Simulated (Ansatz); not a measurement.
```yaml
crystal:
  periodic: [false, false, false]
  atoms:
    - {symbol: F, position_ang: [-1.076389, -1.882414, -0.182574]}
    - {symbol: B, position_ang: [-0.054231, -1.203015, 0.293258]}
    - {symbol: Si, position_ang: [0.170335, 0.774618, -0.124266]}
    - {symbol: Cl, position_ang: [-1.343737, 1.478429, -1.329276]}
    - {symbol: H, position_ang: [0.728687, -1.807160, 0.979013]}
    - {symbol: H, position_ang: [0.171223, 1.565025, 1.135269]}
    - {symbol: H, position_ang: [1.465413, 1.006517, -0.817124]}
basis:
  gaussian: {orbitals: cc-pVTZ-PP}
hamiltonian: {xc: {name: CAM-B3LYP}, dispersion: d3bj}
```

```sh
$ ansatz run in.yaml --threads 2 --pin off --events-out ev --progress --plain --max-ram 4352MiB
```

It prints (some lines left out):

```
Functional definition: CAM-B3LYP
Error: <dir> the basis set cc-pVTZ-PP has no functions for F
```

(1) Something in this input is off. What?

Results:

(1) The basis set is misnamed or doesn't suit the job. The program refused the input.
